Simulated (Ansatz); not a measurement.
Cost and result for the atomization energy of CH6AlBOSi, SMILES `C[SiH2][B]1[O][AlH]1` (11 atoms, 11 bonds).

```xyz
11

C    -1.058   -0.708   -1.460
Si   -0.723   -0.823    0.380
B     0.779    0.425    0.875
O     1.879    0.485    1.590
Al    1.813    2.183    0.872
H    -0.199   -1.065   -2.034
H    -1.925   -1.311   -1.736
H    -1.251    0.327   -1.747
H    -0.434   -2.232    0.775
H    -1.914   -0.364    1.151
H     3.035    3.083    1.333
```

The species carries charge 0 and has multiplicity 1. The structure was optimised at the PBE0-D4/def2-TZVP level. It is one conformer, not always the lowest. Program: Ansatz. All runs use 4 threads of an Arm Neoverse N1 on a shared host. Times are those of one run each, without the atoms' runs, and a repeat can differ threefold. Electronic energies, without spin–orbit coupling; frozen cores. CCSD(T)/CBS adds CCSD(T) − MP2 in def2-TZVPP to the MP2 limit, and its time is that of the two runs behind it. T1 = 0.016; the RHF reference is unstable towards UHF. B3LYP takes the VWN-RPA correlation (the form of Gaussian; ORCA's B3LYP/G).

CCSD(T)/CBS is a level of theory with its own doubt, some kJ/mol a heavy atom from the limit and from the frozen cores, so smaller differences don't rank the functionals.

```csv
level,functions,wall time
PBE-D4/def2-TZVPP (with forces),261,4.4 s
PBE0-D4/def2-TZVPP,261,4.8 s
r2SCAN-D4/def2-TZVPP (with forces),261,8.5 s
B3LYP-D4/def2-TZVPP (with forces),261,8.5 s
B2PLYP/def2-TZVPP,261,9.5 s
ωB97X-V/def2-TZVPP,261,14 s
ωB97M-V/def2-TZVPP (with forces),261,20 s
MP2/def2-QZVPP,491,39 s
CCSD(T)/def2-TZVPP,261,3.1 min
CCSD(T)/CBS(def2),–,3.8 min
```

Q: What atomization energy does each give, and how far from CCSD(T)/CBS? (Best estimate.)

A: Computed: 
```
                             level  atomization (kcal/mol)  difference from CCSD(T)/CBS  per bond
   PBE-D4/def2-TZVPP (with forces)                   930.3                         13.5       1.2
                PBE0-D4/def2-TZVPP                   915.8                         -1.0      -0.1
r2SCAN-D4/def2-TZVPP (with forces)                   925.5                          8.7       0.8
 B3LYP-D4/def2-TZVPP (with forces)                   916.5                         -0.3       0.0
                 B2PLYP/def2-TZVPP                   907.3                         -9.5      -0.9
                ωB97X-V/def2-TZVPP                   920.4                          3.6       0.3
  ωB97M-V/def2-TZVPP (with forces)                   920.0                          3.2       0.3
                    MP2/def2-QZVPP                   920.7                          3.9       0.4
                CCSD(T)/def2-TZVPP                   893.7                        -23.1      -2.1
                 CCSD(T)/CBS(def2)                   916.8                          0.0       0.0
```

The D4 term adds +8.5 kcal/mol with B3LYP and +4.5 kcal/mol with PBE0; it sums over pairs of atoms, weighted by their polarisabilities, and B3LYP, whose exchange is more repulsive, gets the larger term. In def2-TZVPP, CCSD(T) changes the Hartree–Fock value by +213.6 kcal/mol (the triples alone add +14.3 kcal/mol) and MP2 by +226.8 kcal/mol; breaking electron pairs costs correlation energy, which Hartree–Fock lacks. From PBE to PBE0 (25 % exact exchange), in def2-TZVPP and without D4, the atomization energy moves by −13.8 kcal/mol: exact exchange takes away binding that semilocal exchange gives to molecules.
